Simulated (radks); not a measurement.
Values are calculated unless marked as measured or tabulated.
Exchange energies: the exact (Fock) value of the Kohn-Sham orbitals and density-functional approximations, as 100 (|E| - |E exact|)/|E exact|, negative where the magnitude is too small. Species: Ag [Kr] 4d10 5s1; Bi3+ [Hg]; Tc [Kr] 4d5 5s2; Xe [Xe]. Code: a radial shooting solver on a logarithmic mesh with Libxc functionals. Model: non-relativistic Kohn-Sham, r2SCAN, spin-polarised, spherical densities, point nucleus; meta-GGA in the generalised Kohn-Sham scheme. Every spin shell is full or empty, so the densities are truly spherical. Functionals are evaluated on that one density, not self-consistently.

functional,Ag,Bi3+,Tc,Xe
exact (hartree),-143.939,-365.421,-124.339,-179.064
LDA,-4.95,-3.77,-5.17,-4.74
B88,+0.05,+0.04,+0.04,-0.01
revPBE,-0.25,-0.28,-0.26,-0.33
OPTX,+1.19,+1.92,+1.06,+1.27
WC,-0.86,-0.64,-0.91,-0.86
SOGGA,-2.30,-1.80,-2.40,-2.25
B86b,+0.03,-0.02,+0.03,-0.04
revTPSS,-0.88,-0.92,-0.88,-0.95
SCAN,+0.21,+0.04,+0.21,+0.14
